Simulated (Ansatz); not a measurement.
Ansatz (a first-principles code) input:

Ansatz 0.2 input:
```yaml
crystal:
  periodic: [false, false, false]
  atoms:
    - {symbol: Si, position_ang: [3.03151651, -0.68258310, -0.58941095]}
    - {symbol: Si, position_ang: [2.04461934, 0.76552490, 0.96735360]}
    - {symbol: Si, position_ang: [-0.16562034, 1.20596638, 0.32326829]}
    - {symbol: Si, position_ang: [-1.31578169, -0.80445364, -0.03694004]}
    - {symbol: Si, position_ang: [-3.56001121, -0.41280441, -0.58604955]}
    - {symbol: H, position_ang: [4.46358418, -0.91638645, -0.28167585]}
    - {symbol: H, position_ang: [2.92555626, -0.10547045, -1.95193363]}
    - {symbol: H, position_ang: [2.32147605, -1.98424773, -0.57421974]}
    - {symbol: H, position_ang: [2.03882622, 0.11679030, 2.30395368]}
    - {symbol: H, position_ang: [2.83007362, 2.02307013, 1.06578004]}
    - {symbol: H, position_ang: [-0.87243139, 2.00929644, 1.35419250]}
    - {symbol: H, position_ang: [-0.16206847, 1.98457271, -0.94237022]}
    - {symbol: H, position_ang: [-1.23324932, -1.64280670, 1.18724908]}
    - {symbol: H, position_ang: [-0.64835467, -1.54383931, -1.13933327]}
    - {symbol: H, position_ang: [-4.22551494, 0.31181820, 0.52385674]}
    - {symbol: H, position_ang: [-3.63404406, 0.42460070, -1.80803580]}
    - {symbol: H, position_ang: [-4.28996972, -1.68049946, -0.83256233]}
basis:
  gaussian:
    orbitals: def2-TZVPD
hamiltonian:
  xc: {name: wB97M-V}
magnetization: {spin_polarized: true, initial_magnetization: 2}
```

Q: Predict the final energy.

A: -1454.35045 Eh (wB97M-V/def2-TZVPD). The basis has 323 functions.

This state (charge 0, triplet) is run at the relaxed geometry of the species with charge 0 and multiplicity 1, and is a spin state other than that species' own.
